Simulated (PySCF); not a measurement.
Input of a response calculation (the driver script's job line, then coordinates in Å):

```
{"job": {"kind": "uv", "xc": "CAM-B3LYP", "basis": "def2-SVPD", "dynamic": true, "nstates": 6, "ntriplets": 0, "group": "solv-QWIHVZNZZVESDE-UHFFFAOYSA-N-uv", "role": "base"}, "charge": 0, "multiplicity": 1}
O      4.375041     0.328055     0.979287
C      3.627498    -0.364397     0.331879
C      2.197859    -0.204983     0.292033
C      0.982240    -0.108618     0.234461
C     -0.411974     0.038426     0.203149
C     -1.253786     0.940987     0.816682
C     -2.569481     0.593389     0.415868
C     -2.432270    -0.491522    -0.407649
O     -1.146145    -0.831554    -0.542901
H      4.003877    -1.205062    -0.301458
H     -0.942166     1.749617     1.473246
H     -3.499971     1.079736     0.698776
H     -3.149635    -1.102971    -0.949668
```

Its output, with some lines taken out ([cut]) and without the SCF cycles:

```
converged SCF energy = -419.0071320030

Static polarisability (au): isotropic 100.751, principal 49.744 76.446 176.062

Singlet excitations
state   eV       nm        f      main configurations
  1   3.8588    321.3   0.00025   H-1->L 0.84, H-1->L+2 0.08
  2   4.3788    283.1   0.61333   H->L 0.92
[cut]
  4   5.5636    222.8   0.00025   H->L+1 0.46, H->L+3 0.19, H->L+2 0.18
[cut]
  6   6.4527    192.1   0.05008   H->L+2 0.36, H-4->L 0.30, H->L+1 0.16
```

Method used: PySCF 2.14.0, density-fitted response routines, TDDFT CAM-B3LYP/def2-SVPD, vertical, gas phase, core orbitals frozen in the response. Geometry: PBE0-D3(BJ)/def2-SVP; no solvent, vibrations or thermal averaging.

Problem. What stood in the cut lines?

Solution. 
```
  3   4.8006    258.3   0.00105   H-3->L 0.93
  5   6.1236    202.5   0.01657   H-2->L 0.77
```

Problem. How many basis functions and electrons does this run hold?

Solution. 218 basis functions for 62 electrons in 31 doubly occupied orbitals.

Problem. What is the total energy of state 6 at this geometry?

Solution. -419.00713 + 0.23713 = -418.77000 hartree.

Problem. Give the mean polarisability in Å³.

Solution. 100.75 au × 0.148185 = 14.93 Å³.

Problem. Write the structure that the coordinates describe.

Solution. `O=CC#CC1=CC=CO1` (C7H4O2).

H and L stand for HOMO and LUMO.
